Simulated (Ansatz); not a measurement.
`COc1ccc(-c2cc3sc(-c4cc5sc(-c6cc7sc(-c8cc9sc(-c%10ccc(C(F)=C(F)F)cc%10)cc9s8)cc7s6)cc5s4)cc3s2)cc1`. The state is a singlet with charge 0. Geometry PBE-D4/def2-SVP; atoms count from 1.

Cartesian coordinates in Å:
```
C -10.697 7.119 12.476
O -9.353 6.717 12.665
C -8.673 6.210 11.603
C -7.334 5.830 11.844
C -6.557 5.302 10.816
C -7.076 5.124 9.507
C -6.262 4.568 8.428
C -6.586 4.424 7.078
C -5.535 3.828 6.339
S -5.301 3.379 4.673
C -3.675 2.767 5.020
C -2.883 2.198 3.961
C -3.211 2.052 2.610
C -2.168 1.434 1.881
S -1.934 0.970 0.219
C -0.321 0.332 0.578
C 0.471 -0.245 -0.476
C 0.135 -0.419 -1.822
C 1.187 -1.020 -2.552
S 1.421 -1.492 -4.211
C 3.053 -2.083 -3.859
C 3.852 -2.649 -4.914
C 3.495 -2.880 -6.246
C 4.559 -3.454 -6.981
S 4.778 -3.982 -8.624
C 6.439 -4.497 -8.292
C 7.243 -5.099 -9.349
C 6.658 -5.571 -10.551
C 7.420 -6.166 -11.555
C 8.821 -6.324 -11.401
C 9.682 -6.950 -12.399
F 11.007 -6.963 -12.117
C 9.338 -7.544 -13.571
F 8.096 -7.646 -14.027
F 10.214 -8.092 -14.395
C 9.414 -5.844 -10.207
C 8.645 -5.245 -9.210
C 6.796 -4.251 -6.965
C 5.736 -3.666 -6.231
S 5.519 -3.144 -4.584
C 3.387 -1.913 -2.512
C 2.334 -1.314 -1.782
S 2.104 -0.833 -0.124
C 0.007 0.481 1.929
C -1.035 1.102 2.656
S -1.269 1.563 4.319
C -3.344 2.914 6.370
C -4.394 3.510 7.107
S -4.637 3.955 8.771
C -8.419 5.508 9.287
C -9.211 6.044 10.309
H -10.785 7.931 11.720
H -11.051 7.498 13.453
H -11.345 6.269 12.163
H -6.926 5.966 12.856
H -5.514 5.023 11.031
H -7.543 4.745 6.650
H -4.169 2.383 2.189
H -0.835 -0.118 -2.240
H 2.501 -2.643 -6.648
H 5.569 -5.485 -10.694
H 6.919 -6.519 -12.465
H 10.500 -5.941 -10.073
H 9.146 -4.866 -8.307
H 7.776 -4.512 -6.548
H 4.354 -2.219 -2.093
H 0.964 0.147 2.352
H -2.379 2.595 6.786
H -8.868 5.379 8.292
H -10.249 6.324 10.087
```

Single mean-field runs in def2-SVP are fitted with def2-universal-jkfit.

Q: Estimate the Mulliken populations of the heavy atoms from the PBE0/def2-SVP orbitals of Ansatz.

A: 
| atom | charge (e) |
| --- | --- |
| C1 | 0.09 |
| O2 | -0.34 |
| C3 | 0.21 |
| C4 | -0.04 |
| C5 | -0.05 |
| C6 | 0.06 |
| C7 | -0.11 |
| C8 | -0.02 |
| C9 | -0.06 |
| S10 | 0.14 |
| C11 | -0.10 |
| C12 | -0.10 |
| C13 | -0.03 |
| C14 | -0.06 |
| S15 | 0.14 |
| C16 | -0.10 |
| C17 | -0.10 |
| C18 | -0.03 |
| C19 | -0.06 |
| S20 | 0.15 |
| C21 | -0.10 |
| C22 | -0.10 |
| C23 | -0.03 |
| C24 | -0.06 |
| S25 | 0.14 |
| C26 | -0.12 |
| C27 | 0.06 |
| C28 | -0.05 |
| C29 | -0.02 |
| C30 | -0.04 |
| C31 | 0.18 |
| F32 | -0.21 |
| C33 | 0.35 |
| F34 | -0.16 |
| F35 | -0.15 |
| C36 | -0.02 |
| C37 | -0.03 |
| C38 | -0.01 |
| C39 | -0.06 |
| S40 | 0.14 |
| C41 | -0.03 |
| C42 | -0.06 |
| S43 | 0.15 |
| C44 | -0.03 |
| C45 | -0.06 |
| S46 | 0.14 |
| C47 | -0.03 |
| C48 | -0.05 |
| S49 | 0.13 |
| C50 | -0.04 |
| C51 | -0.10 |
Mulliken values depend strongly on the basis.

Q: And the Mayer bond orders between heavy atoms (over 0.3, the first 40 of 60)?

A: C1–O2 0.95 (1.42 Å); O2–C3 1.11 (1.36 Å); C3–C4 1.34 (1.41 Å); C3–C51 1.30 (1.41 Å); C4–C5 1.45 (1.39 Å); C5–C6 1.31 (1.42 Å); C6–C7 1.11 (1.46 Å); C6–C50 1.37 (1.41 Å); C7–C8 1.52 (1.39 Å); C7–S49 1.10 (1.77 Å); C8–C9 1.28 (1.42 Å); C9–S10 1.08 (1.74 Å); C9–C48 1.40 (1.41 Å); S10–C11 1.09 (1.77 Å); C11–C12 1.21 (1.44 Å); C11–C47 1.49 (1.40 Å); C12–C13 1.48 (1.40 Å); C12–S46 1.10 (1.77 Å); C13–C14 1.30 (1.41 Å); C14–S15 1.08 (1.74 Å); C14–C45 1.39 (1.41 Å); S15–C16 1.10 (1.77 Å); C16–C17 1.22 (1.44 Å); C16–C44 1.48 (1.40 Å); C17–C18 1.48 (1.40 Å); C17–S43 1.10 (1.77 Å); C18–C19 1.30 (1.41 Å); C19–S20 1.08 (1.74 Å); C19–C42 1.39 (1.41 Å); S20–C21 1.10 (1.77 Å); C21–C22 1.21 (1.44 Å); C21–C41 1.48 (1.40 Å); C22–C23 1.49 (1.40 Å); C22–S40 1.10 (1.77 Å); C23–C24 1.30 (1.42 Å); C24–S25 1.08 (1.74 Å); C24–C39 1.40 (1.41 Å); S25–C26 1.10 (1.77 Å); C26–C27 1.11 (1.46 Å); C26–C38 1.51 (1.40 Å).
